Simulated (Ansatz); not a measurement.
Two isomers of C2H7GeNSi: A = `[SiH3]/N=[C]1/[CH2][GeH2]1`, B = `N=C=C[SiH2][GeH3]`.

Gas-phase electronic energies from Ansatz, PBE0-D4/def2-TZVP geometries. CCSD(T)/CBS is the MP2 limit (def2-TZVPP, def2-QZVPP) plus CCSD(T) − MP2 in def2-TZVPP, frozen cores. DFT in def2-TZVPP. B3LYP here is the variant with VWN-RPA as its local correlation; programs differ in this. For Ge outer-core shells are correlated without core-valence functions, which leaves a few kJ/mol of doubt a bond. Scalar relativity is left out up to krypton. One conformer a species, not always the lowest.

Q: Which is lower in electronic energy at CCSD(T)/CBS, and by how much? (Best estimate.)

A: Computed: B, by 15.9 kcal/mol.

Q: Give E(B) − E(A) in kcal/mol with CCSD/def2-TZVPP, r2SCAN-D4, PBE-D4, HF/def2-TZVPP, PBE0-D4, B3LYP-D4, CCSD(T)/def2-TZVPP. (Estimate.)

A: Ansatz gave: CCSD/def2-TZVPP -18.1, r2SCAN-D4 -19.6, PBE-D4 -19.0, HF/def2-TZVPP -24.2, PBE0-D4 -19.3, B3LYP-D4 -20.0, CCSD(T)/def2-TZVPP -17.0. None reverses the order clearly.

Largest T1 diagnostic: 0.014.

In def2-TZVPP, CCSD(T) changes the Hartree–Fock value by +7.2 kcal/mol (the triples alone add +1.1 kcal/mol) and MP2 by +9.2 kcal/mol.
